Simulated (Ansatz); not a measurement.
Reaction (substitution at a C–N bond): `CC(C)(C)[N]=[Nb]([F])([F])[F]` + `[OH][Ge][F]` → `CC(C)(C)[O][Ge][F]` + `[NH]=[Nb]([F])([F])[F]`

Isolated molecules relaxed with PBE0-D4/def2-TZVP in Ansatz; ΔE leaves out vibrations. CBS: MP2 limit from def2 TZ/QZ plus the TZ coupled-cluster correction, frozen cores. DFT in def2-TZVPP. Elements past krypton have def2 core potentials. For Ge, Nb outer-core shells are correlated without core-valence functions, which leaves a few kJ/mol of doubt a bond. Scalar relativity is left out up to krypton. One conformer a species, not always the lowest.

```
      level  ΔE (kcal/mol)
  CAM-B3LYP            8.2
HF/def2-SVP            6.5
```

(1) What does CCSD(T)/CBS give? (An estimate is asked.)

Largest T1 diagnostic among the species: 0.021, so the coupled-cluster value is less sure than usual.

Results:

(1) The calculation gave: +10.5 kcal/mol. The listed levels differ from it by -2.3, -4.0 kcal/mol.

Leaving LDA and LC-ωPBE aside and taking each functional with its dispersion term where it has one, the values, not all of them listed here, spread over 3.7 kcal/mol, from CAM-B3LYP-D4 to PBE-QIDH. LDA lies −1.3 kcal/mol from PBE without D4. At CCSD(T), def2-SVP lies −1.6 kcal/mol from the extrapolated value and def2-TZVPP −0.1 kcal/mol. In def2-TZVPP, CCSD(T) changes the Hartree–Fock value by +2.1 kcal/mol (the triples alone add +0.2 kcal/mol) and MP2 by +6.7 kcal/mol.

CCSD(T)/CBS has its own doubt, a few kJ/mol and more with outer-core shells, so smaller differences from it don't rank the levels.
